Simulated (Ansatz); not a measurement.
`[CH3][W]([CH3])(=[NH])=[NH]` and `[CH3][W](=[NH])(=[NH])[Cl]` differ in one atom or group.

Ansatz, PBE0-D4/def2-TZVP geometries, multiplicity 1. Each molecule was computed in one conformer, which needn't be the lowest.

Elements past krypton have def2 core potentials.

```tsv
property	`[CH3][W]([CH3])(=[NH])=[NH]`
HOMO–LUMO gap (ωB97M-V/def2-TZVPP) / eV	10.11
HOMO energy (B3LYP/def2-TZVPP) / eV	-7.12
HOMO–LUMO gap (PBE0/def2-TZVPP) / eV	5.81
size of the dipole moment (B3LYP/def2-TZVPP) / D	0.33
LUMO energy (ωB97M-V/def2-TZVPP) / eV	0.45
size of the dipole moment (ωB97M-V/def2-TZVPP) / D	0.35
```

Q: Give the same properties after the change, and the shifts. (Estimate.)

A: Ansatz gave: 
```json
{"property": "HOMO–LUMO gap (ωB97M-V/def2-TZVPP) / eV", "`[CH3][W](=[NH])(=[NH])[Cl]`": "10.22", "shift": "0.11"}
{"property": "HOMO energy (B3LYP/def2-TZVPP) / eV", "`[CH3][W](=[NH])(=[NH])[Cl]`": "-7.67", "shift": "-0.55"}
{"property": "HOMO–LUMO gap (PBE0/def2-TZVPP) / eV", "`[CH3][W](=[NH])(=[NH])[Cl]`": "5.97", "shift": "0.16"}
{"property": "size of the dipole moment (B3LYP/def2-TZVPP) / D", "`[CH3][W](=[NH])(=[NH])[Cl]`": "2.11", "shift": "1.78"}
{"property": "LUMO energy (ωB97M-V/def2-TZVPP) / eV", "`[CH3][W](=[NH])(=[NH])[Cl]`": "0.10", "shift": "-0.35"}
{"property": "size of the dipole moment (ωB97M-V/def2-TZVPP) / D", "`[CH3][W](=[NH])(=[NH])[Cl]`": "2.13", "shift": "1.78"}
```

With PBE0 the HOMO falls by 0.56 eV and the LUMO falls by 0.40 eV, so the gap widens by about 0.16 eV. PBE moves the HOMO by -0.50 eV and ωB97M-V by -0.47 eV. The zero-point energy changes by -87.7 kJ/mol with -9 modes. Dipoles are sizes alone; their direction can turn.

Positive LUMOs are unbound, so they and the gaps depend on the basis.

B3LYP here is the variant with VWN-RPA as its local correlation; programs differ in this.
